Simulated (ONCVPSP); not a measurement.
**nickel: variants of one ONCV potential**

Base potential:

```json
{
  "Element": "nickel",
  "Generator": "ONCVPSP 4.0.1",
  "Type": "optimised norm-conserving Vanderbilt (ONCV)",
  "Functional": "LDA (Perdew-Wang 92)",
  "Relativity": "scalar-relativistic",
  "Frozen core": "[Ne] 3s2",
  "Valence charge": "16",
  "Reference configuration": "3p6 3d8 4s1 (charge +1)",
  "Partial waves": "4s: rc 1.80 bohr, ncon 4, nbas 8, qcut 3.5 1/bohr, 3 projectors, debl 3.3 Ha; 3p: rc 1.10 bohr, ncon 4, nbas 8, qcut 12.9 1/bohr, 1 projector; 3d: rc 1.55 bohr, ncon 5, nbas 10, qcut 11 1/bohr, 3 projectors, debl 2 Ha",
  "Local potential": "polynomial inside 0.95 bohr (lpopt 5, dvloc0 0 Ha)",
  "Core correction": "none"
}
```

All-electron outer shells of the reference configuration (LDA (PZ), scalar-relativistic, ld1.x):

```csv
shell,level (eV),outermost node (bohr),outermost maximum (bohr)
3s,-119.69,0.30,0.64
3p,-80.46,0.27,0.65
3d,-18.26,–,0.63
4s,-13.51,0.92,2.10
```

Cutoffs, loose and tight: the cutoffs (Ha) at which the residual kinetic energy of the hardest occupied pseudo-wave falls to 1 and 0.1 mHa per electron. They do not see the model core or the augmentation charge, which bear on the density cutoff. Test errors are all-electron minus pseudo excitation energies from the reference, over the configurations 3p6 3d8 4s2; 3p6 3d8 4s0; 3p6 3d7 4s0; 3p6 3d9 4s0. A dash means not determined; rows that change the core or the reference have their own tests. The largest error is taken over the tests solved by every variant that gives reliable tests at all: 3p6 3d8 4s0; 3p6 3d8 4s2; 3p6 3d9 4s0.

A true bound ghost makes a file unfit for plane-wave use even where its test errors are small: the radial tests pick states by their node count and pass the ghost by.

```csv
change,outcome,"cutoff, loose","cutoff, tight",bound ghosts,GHOST(+) flags above zero,largest test error (meV)
base,generated,48 Ha,54 Ha,none,s,-23
s: qcut 2.6; p: qcut 9.6; d: qcut 8.2,generated,72 Ha,154 Ha,none,"s, d",+19
s: qcut 2.8; p: qcut 10.4; d: qcut 8.8,generated,41 Ha,140 Ha,none,s,+7.0
s: qcut 3.3; p: qcut 12; d: qcut 10.2,generated,44 Ha,51 Ha,none,s,-15
s: qcut 4.2; p: qcut 15.4; d: qcut 13.1,generated,57 Ha,65 Ha,none,s,-37
s: qcut 4.7; p: qcut 17.5; d: qcut 14.9,generated,78 Ha,100 Ha,s,none,-41
s: qcut 5.2; p: qcut 19; d: qcut 16.2,generated,74 Ha,87 Ha,s,none,-45
```

What comes out with this change to the base: s: qcut 2.3; p: qcut 8.3; d: qcut 7.1?

outcome: generated; cutoff, loose: 149 Ha; cutoff, tight: 166 Ha; bound ghosts: s, d; GHOST(+) flags above zero: s, d; largest test error (meV): +46.

What comes out with this change to the base: s: qcut 3.9; p: qcut 14.4; d: qcut 12.3?

outcome: generated; cutoff, loose: 54 Ha; cutoff, tight: 61 Ha; bound ghosts: none; GHOST(+) flags above zero: s; largest test error (meV): -33.

What comes out with this change to the base: s: qcut 4.4; p: qcut 16.1; d: qcut 13.7?

outcome: generated; cutoff, loose: 59 Ha; cutoff, tight: 67 Ha; bound ghosts: s; GHOST(+) flags above zero: none; largest test error (meV): -39.
